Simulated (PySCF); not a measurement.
Compound: C9H6S2.
Numbering: `[S:1]=[CH:2][CH:3]=[C:4]=[C:5]=[CH:6][c:7]1[cH:8][cH:9][cH:10][s:11]1` (hydrogens: H12 on C2; H13 on C3; H14 on C6; H15 on C8; H16 on C9; H17 on C10)

Theory: PBE0-D3(BJ)/def2-SVP geometry optimisation, gas phase in PySCF 2.14.0.

(1) What internal coordinates does the optimisation give?

## Answers

(1) 
```json
{"bond": "S1=C2", "length (Å)": "1.634", "order": "double"}
{"bond": "C2–C3", "length (Å)": "1.434", "order": "single"}
{"bond": "C3=C4", "length (Å)": "1.344", "order": "double"}
{"bond": "C4=C5", "length (Å)": "1.259", "order": "double"}
{"bond": "C5=C6", "length (Å)": "1.339", "order": "double"}
{"bond": "C6–C7", "length (Å)": "1.436", "order": "single"}
{"bond": "C7–C8", "length (Å)": "1.387", "order": "aromatic"}
{"bond": "C8–C9", "length (Å)": "1.411", "order": "aromatic"}
{"bond": "C9–C10", "length (Å)": "1.377", "order": "aromatic"}
{"bond": "C10–S11", "length (Å)": "1.709", "order": "aromatic"}
{"bond": "C7–S11", "length (Å)": "1.736", "order": "aromatic"}
{"bond": "C2–H12", "length (Å)": "1.102", "order": "single"}
{"bond": "C3–H13", "length (Å)": "1.096", "order": "single"}
{"bond": "C6–H14", "length (Å)": "1.097", "order": "single"}
{"bond": "C8–H15", "length (Å)": "1.091", "order": "single"}
{"bond": "C9–H16", "length (Å)": "1.091", "order": "single"}
{"bond": "C10–H17", "length (Å)": "1.089", "order": "single"}
```

Orders are formal, as drawn. A selection of angles:
```json
{"angle": "S1–C2–C3", "degrees": "125.0"}
{"angle": "C2–C3–C4", "degrees": "122.4"}
{"angle": "C3–C4–C5", "degrees": "179.7"}
{"angle": "C4–C5–C6", "degrees": "179.6"}
{"angle": "C5–C6–C7", "degrees": "124.6"}
{"angle": "C6–C7–C8", "degrees": "129.2"}
{"angle": "C6–C7–S11", "degrees": "120.3"}
{"angle": "C8–C7–S11", "degrees": "110.5"}
{"angle": "C7–C8–C9", "degrees": "112.8"}
{"angle": "C8–C9–C10", "degrees": "112.6"}
{"angle": "C9–C10–S11", "degrees": "111.9"}
{"angle": "C7–S11–C10", "degrees": "92.1"}
```

Dihedral angles: S1–C2–C3–C4 180° (antiperiplanar); C5–C6–C7–C8 0° (synperiplanar).

The 5-membered ring C7–C8–C9–C10–S11 has internal angles of 92.1° to 112.8°; it is planar, 0.00 Å rms from its mean plane, widest ring torsion 0°. The C–S distances run from 1.634 Å (S1=C2, drawn double) to 1.736 Å (C7–S11, aromatic), a spread of 0.102 Å. The 11 heavy atoms lie in one plane (0.002 Å rms). The 8 C–C bonds span 1.259 Å (C4=C5, drawn double) to 1.436 Å (C6–C7, drawn single), a spread of 0.177 Å. Of the pairs four or more bonds apart, C5···H15 is among the closest relative to their van der Waals radii: 2.91 Å, 100 % of the sum of Bondi's values.

Point group: Cs (every atom within 0.08 Å of its image). Whether it is a minimum is left open (no frequencies). The numbers are those of one conformer.
